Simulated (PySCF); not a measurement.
**Dipole moment and polarisability across levels of theory**

C3H12Si2.
InChI=1S/C3H12Si2/c1-5-3-2-4/h2-3,5H2,1,4H3

PySCF, dipoles from the SCF density, polarisabilities from static response with core orbitals frozen. Isolated species at its PBE0-D3(BJ)/def2-SVP geometry (one conformer only).

How do dipole and polarisability depend on functional and basis here?

```
              level  μ (D)  α (Å³)  anisotropy (Å³)
      LDA/def2-SVPD  0.882   15.15             5.83
      PBE/def2-SVPD  0.874   14.77             5.67
    B3LYP/def2-SVPD  0.817   14.26             5.08
     PBE0/def2-SVPD  0.845   14.19             5.11
BHandHLYP/def2-SVPD  0.786   13.70             4.58
CAM-B3LYP/def2-SVPD  0.794   14.02             4.72
  wB97X-D/def2-SVPD  0.823   14.02             4.74
  LC-wPBE/def2-SVPD  0.813   13.67             4.48
       HF/def2-SVPD  0.774   13.09             3.96
        PBE0/6-31G*  0.897   11.57             4.15
       PBE0/6-31+G*  0.854   12.93             4.22
      PBE0/def2-SVP  0.855   12.48             4.12
   PBE0/aug-cc-pVDZ  0.848   14.52             5.27
     PBE0/def2-TZVP  0.869   13.76             4.97
```

The anisotropy is √(½[(α1 − α2)² + (α2 − α3)² + (α3 − α1)²]). The dipole runs from 0.77 D (HF/def2-SVPD) to 0.90 D (PBE0/6-31G*). No reference polarisability is at hand; against PBE0 in the largest diffuse basis at hand (aug-cc-pVDZ) the other PBE0 rows deviate by 6-31G* -20%, 6-31+G* -11%, def2-SVP -14%, def2-SVPD -2%, def2-TZVP -5%. In one basis (def2-SVPD) the functionals order the polarisability from HF (lowest) to LDA (highest), a spread of 16%. With PBE0 the polarisability is 12.60 Å³ without diffuse functions (mean of 6-31G*, def2-SVP and def2-TZVP) and 13.88 Å³ with them (mean of 6-31+G*, def2-SVPD and aug-cc-pVDZ).
